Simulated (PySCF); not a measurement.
## Vibration and rotation of SiPb

UHF-CCSD(T) constants of SiPb, ³Σ⁻ (triplet), unpaired electrons π ↑↑ (basis Si def2-SVPD, Pb def2-SVPD with ECP60; scalar-relativistic core potentials; PySCF 2.14; masses 27.9769 and 207.9766 u):

```
ωe            : 306.6 cm⁻¹
ωexe          : 0.862 cm⁻¹
Be            : 0.099336 cm⁻¹
αe            : 0.000381 cm⁻¹
De to Si + Pb : 2.13 eV
```

What force constant and bond length do these constants imply?

Reduced mass μred = 24.660 u; k = 5.8918×10⁻⁷·μred·ωe² (u, cm⁻¹, mdyn/Å) = 1.37 mdyn/Å; Re = √(16.8576/(μred·Be)) (u, cm⁻¹, Å) = 2.623 Å.

Estimate the centrifugal constant D from the Kratzer relation and find the Dunham coefficient a1.

D = 4Be³/ωe² = 4.17e-08 cm⁻¹; a1 = −1 − αeωe/(6Be²) = -2.97.

Correlated steps freeze 9 core orbitals. Correlated levels converge slowly with the basis: in double zeta they bind strong bonds too weakly, by up to about 1 eV, and carry superposition errors of some tenths. Spin–orbit coupling is left out, which matters for elements this heavy, above all for dissociation energies. The state is the lowest determinant that a PBE0 search found; another state may lie lower at other levels.
